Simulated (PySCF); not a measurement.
Spectrum to structure. Computed with PySCF 2.14.0, density-fitted response routines, TDDFT PBE0/def2-SVPD, vertical, gas phase, core orbitals frozen in the response. Geometries: GFN2-xTB, one conformer each.

```csv
state,E (eV),f
S1,6.15,0.0054
S2,6.42,0.147
S3,7.01,0.055
S4,7.04,0.0031
S5,7.35,0.0023
S6,7.52,0.023
```

Triplets computed (Tamm–Dancoff): 4.37, 5.87 eV.

Orbital energies (eV): HOMO-3 -9.37, HOMO-2 -8.86, HOMO-1 -8.30, HOMO -7.92, LUMO -0.72, LUMO+1 0.17, LUMO+2 0.90.

Task: Which candidate is it? All have the formula C5H8O2S.
A. `COC1=CCC[S@@]1=O`
B. `C=CSCOC(C)=O`
C. `CC1=CS(=O)(=O)CC1`

Result: C. Its S1, at 6.15 eV, is the highest among the candidates; the nearest of the others has S1 at 5.30 eV. S1 is HOMO-1→LUMO (91%). Löwdin shares by element: HOMO carbon 43% or more, oxygen 41% (atoms not listed hold the other 16%); LUMO carbon 65% or more, sulfur 6% (atoms not listed hold the other 28%). At the same level the other candidates give, for their lowest levels:
- `COC1=CCC[S@@]1=O`: 4.94 eV (f 0.022); 5.53 eV (f 0.017); 5.65 eV (f 0.056); 5.95 eV (f 0.007); 6.03 eV (f 0.013); T1 3.80 eV; HOMO -6.61, LUMO -0.39 eV
- `C=CSCOC(C)=O`: 5.30 eV (f 0.003); 5.74 eV (f 0.151); 5.90 eV (f 0.041); 6.02 eV (f 0.006); 6.25 eV (f 0.012); T1 3.91 eV; HOMO -6.59, LUMO -0.20 eV
